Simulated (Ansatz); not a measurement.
Ansatz results at the PBE0-D4/def2-TZVP geometry: HOMO–LUMO gap (PBE/def2-TZVPP) 5.08 eV; size of the dipole moment (B3LYP/def2-TZVPP) 2.54 D; HOMO–LUMO gap (PBE0/def2-TZVPP) 6.98 eV.

Each molecule was computed in one conformer, which needn't be the lowest.

Which molecule gave them?
A. `[NH2][SbH][CH2]O`
B. `C[SiH2][Al]([F])[F]`
C. `C#CSC`
D. `NCOCN`

B. The others give `NCOCN`: 5.98, 0.73, 8.30; `[NH2][SbH][CH2]O`: 4.44, 1.44, 6.38; `C#CSC`: 4.21, 1.58, 6.32.

B3LYP here is the variant with VWN-RPA as its local correlation; programs differ in this.
